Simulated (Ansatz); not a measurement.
Total energies of cyclo-(AsH)3 (As₃H₃) from Ansatz at r2SCAN-D4/def2-TZVP, gas phase (1 Eh = 27.2114 eV = 2625.5 kJ/mol). The reference geometry is relaxed at PBE-D4/def2-SVP.

```csv
state,geometry,energy (Eh)
charge 0 singlet,reference,-6709.44391
charge 1 doublet,reference,-6709.10654
free As atom (quartet),–,-2235.79940
free H atom (doublet),–,-0.49993
```

Problem. Work out the vertical ionisation energy to the doublet.

Solution. E(charge 1 doublet) − E(charge 0 singlet) = -6709.10654 − (-6709.44391) = 0.33737 Eh = 9.18 eV. For comparison, −ε of the highest occupied level is 6.56 eV at this level, 2.62 eV less.

Problem. What is the binding energy per atom against free atoms?

Solution. Atoms: 3 × (-2235.79940) + 3 × (-0.49993) = -6708.89799 Eh. Binding: -6708.89799 − (-6709.44391) = 0.54592 Eh = 14.86 eV, or 2.48 eV for each of 6 atoms (no zero-point energy, no counterpoise term).
